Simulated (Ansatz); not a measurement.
C2H7GeNSi can be A, `[GeH3][NH]C1=C[SiH2]1`, or B, `C[SiH]([GeH3])C#N`.

Program: Ansatz. Geometries: PBE0-D4/def2-TZVP. ΔE: electronic, gas phase. CBS: MP2 limit from def2 TZ/QZ plus the TZ coupled-cluster correction, frozen cores. DFT in def2-TZVPP. B3LYP here is the variant with VWN-RPA as its local correlation; programs differ in this. For Ge outer-core shells are correlated without core-valence functions, which leaves a few kJ/mol of doubt a bond. Scalar relativity is left out up to krypton. Each species was taken in one conformer, which may not be the lowest.

Task: Which isomer does CCSD(T)/CBS put lower? Give the gap. (Best estimate.)

Result: Ansatz gave: B, by 47.4 kcal/mol.

Task: Give E(B) − E(A) in kcal/mol with B3LYP, HF/def2-TZVPP, CCSD/def2-TZVPP, B3LYP-D4, ωB97M-V, MP2/def2-TZVPP, CCSD(T)/def2-TZVPP. (Best estimate.)

Result: Computed: B3LYP -46.6, HF/def2-TZVPP -51.6, CCSD/def2-TZVPP -49.6, B3LYP-D4 -45.8, ωB97M-V -45.3, MP2/def2-TZVPP -47.7, CCSD(T)/def2-TZVPP -49.0. None reverses the order clearly.

Task: Does the order hold for the free energy at 298.15 K (harmonic terms from PBE0-D4)? (Best estimate.)

Result: Computed: Yes: G(B) − G(A) = -48.3 kcal/mol, for one conformer each.

Largest T1 diagnostic: 0.013.

At CCSD(T), def2-SVP lies −0.9 kcal/mol from the extrapolated value and def2-TZVPP −1.5 kcal/mol. From r2SCAN to r2SCAN0 (25 % exact exchange), in def2-TZVPP and without D4, E(B) − E(A) moves by +0.9 kcal/mol.
